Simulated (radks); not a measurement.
The numbers below are computed, except where a source is named.
Spin polarisation of the 4f4 shell in neutral neodymium. Start: [Xe] 4f(up 2, down 2) 6s2; electrons of 4f are moved from spin down to spin up, other shells keep equal spins. Code: a radial shooting solver on a logarithmic mesh with Libxc functionals. Model: scalar-relativistic Kohn-Sham, PBE, spin-polarised, spherical densities, finite nucleus; Fermi nuclear charge, rms radius of each element as measured or else 0.836 A^(1/3) + 0.57 fm.

moment (Bohr magnetons)  E - E(0) (eV)  e(4f up) (eV)  e(4f down) (eV)  6s down minus up (eV)  5p down minus up (eV)  5s down minus up (eV)
0                                0.000         -1.754           -1.754                  0.000                  0.000                  0.000
1                               -0.158         -2.045           -1.415                  0.044                  0.352                  0.463
2                               -0.629         -2.284           -1.029                  0.089                  0.705                  0.928
3                               -1.413         -2.462           -0.590                  0.137                  1.060                  1.393
4                               -2.501         -2.556           -0.084                  0.189                  1.418                  1.858

At moment 4 the spin-polarisation energy is -2.501 eV and the 4f exchange splitting 2.472 eV, that is 0.618 eV per Bohr magneton; E = -I m^2/4 would give I = 0.625 eV.
